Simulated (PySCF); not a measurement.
MoF5H, SMILES [F][MoH]([F])([F])([F])[F], multiplicity 1.

Coordinates come from a B3LYP-D3(BJ)/def2-SVP optimisation. A frequency run showed that this geometry is not a minimum. The spin state was assumed, not searched. The structure was generated by enumeration; whether it is a known compound was not checked. The def2 effective core potentials stand for the cores of Mo; spin–orbit coupling is left out.

The numbers are results of PySCF 2.14.0 with TDA-B3LYP/def2-SVPD, not measurements.

Vertical excitations; the highest root listed may be one member of a degenerate set. Gas-phase values at a fixed geometry. State labels are in the subgroup C2v.

Computed UV-visible absorptions:
```json
[
 {"state": "S1", "symmetry": "B2", "energy (eV)": "2.15", "λ (nm)": "577", "f": "0.003", "main pairs": "HOMO→LUMO+1 (degenerate set)"},
 {"state": "S2", "symmetry": "B1", "energy (eV)": "2.15", "λ (nm)": "577", "f": "0.003", "main pairs": "HOMO→LUMO (degenerate set)"},
 {"state": "S3", "symmetry": "A1", "energy (eV)": "2.28", "λ (nm)": "543", "f": "0.000", "main pairs": "HOMO→LUMO+2 100 %"},
 {"state": "S4", "symmetry": "A2", "energy (eV)": "5.01", "λ (nm)": "248", "f": "0.000", "main pairs": "HOMO−1→LUMO 50 %, HOMO−2→LUMO+1 50 %"},
 {"state": "S5", "symmetry": "A1", "energy (eV)": "5.13", "λ (nm)": "242", "f": "0.000", "main pairs": "HOMO−2→LUMO 50 %, HOMO−1→LUMO+1 50 %"},
 {"state": "S6", "symmetry": "A2", "energy (eV)": "5.13", "λ (nm)": "242", "f": "0.000", "main pairs": "HOMO−2→LUMO+1 40 %, HOMO−1→LUMO 40 %, HOMO−3→LUMO+2 19 %"},
 {"state": "S7", "symmetry": "B2", "energy (eV)": "5.14", "λ (nm)": "241", "f": "0.000", "main pairs": "HOMO−3→LUMO (degenerate set)"},
 {"state": "S8", "symmetry": "B1", "energy (eV)": "5.14", "λ (nm)": "241", "f": "0.000", "main pairs": "HOMO−3→LUMO+1 (degenerate set)"},
 {"state": "S9", "symmetry": "B2", "energy (eV)": "5.33", "λ (nm)": "232", "f": "0.000", "main pairs": "HOMO−1→LUMO+2 (degenerate set)"},
 {"state": "S10", "symmetry": "B1", "energy (eV)": "5.33", "λ (nm)": "232", "f": "0.000", "main pairs": "HOMO−2→LUMO+2 (degenerate set)"},
 {"state": "T1", "symmetry": "B2", "energy (eV)": "1.76", "λ (nm)": "704", "f": "0", "main pairs": "HOMO→LUMO+1 (degenerate set)"},
 {"state": "T2", "symmetry": "B1", "energy (eV)": "1.76", "λ (nm)": "704", "f": "0", "main pairs": "HOMO→LUMO (degenerate set)"},
 {"state": "T3", "symmetry": "A1", "energy (eV)": "2.10", "λ (nm)": "590", "f": "0", "main pairs": "HOMO→LUMO+2 100 %"},
 {"state": "T4", "symmetry": "A1", "energy (eV)": "4.53", "λ (nm)": "274", "f": "0", "main pairs": "HOMO−2→LUMO 50 %, HOMO−1→LUMO+1 50 %"}
]
```
Triplets are in the Tamm–Dancoff approximation.
